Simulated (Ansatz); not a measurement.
`C[Si](F)(Cl)[GeH3]` → `C[Si]F` + `[Cl][GeH3]` at 500 K and 1 bar (silylene formation by 1,1-elimination).

Gas-phase electronic energies from Ansatz, PBE0-D4/def2-TZVP geometries. CBS: MP2 limit from def2 TZ/QZ plus the TZ coupled-cluster correction, frozen cores. This one scheme is used for every species. For Ge outer-core shells are correlated without core-valence functions, which leaves a few kJ/mol of doubt a bond. Scalar relativity is left out up to krypton.

```csv
species,CCSD(T)/CBS energy (Eh),H − E (kJ/mol),S (J/(mol·K))
`C[Si](F)(Cl)[GeH3]`,-2966.56047,227.5,470.2
`C[Si]F`,-428.74649,127.8,324.5
`[Cl][GeH3]`,-2537.71925,89.2,296.4
```

H − E and S are ideal-gas, rigid-rotor, harmonic terms from PBE0-D4/def2-TZVP, for one conformer and one mirror image of each species. 1 Eh = 2625.50 kJ/mol, R = 8.31446 J/(mol·K).

Question: By hand: ΔE, ΔH, ΔS and ΔG.

Answer: ΔE = (-428.74649) + (-2537.71925) − (-2966.56047) = 0.09473 Eh = 248.7 kJ/mol. Δ(H − E) = 127.8 + 89.2 − 227.5 = -10.5, so ΔH = 238.2 kJ/mol. ΔS = 324.5 + 296.4 − 470.2 = 150.7 J/(mol·K). ΔG = 238.2 − 500 × (150.7)/1000 = 162.8 kJ/mol.

Question: By hand: the equilibrium constant, and the temperature at which ΔG would vanish if ΔH and ΔS stayed fixed.

Answer: log₁₀ K = −ΔG/(RT ln 10) = -17.0. ΔG = 0 at ΔH/ΔS = 1581 K.

The number of gas molecules changes by +1, which sets the sign of ΔS. A doubt of 5 kJ/mol in ΔE shifts log₁₀ K by 0.5 here. Other conformers and mirror images would add mixing entropy, several J/(mol·K) or more a flexible species. These are equilibria of isolated gas molecules and say nothing of rates. Largest T1 diagnostic: 0.014 (customary marks: 0.02 for closed shells, 0.045 for open ones).
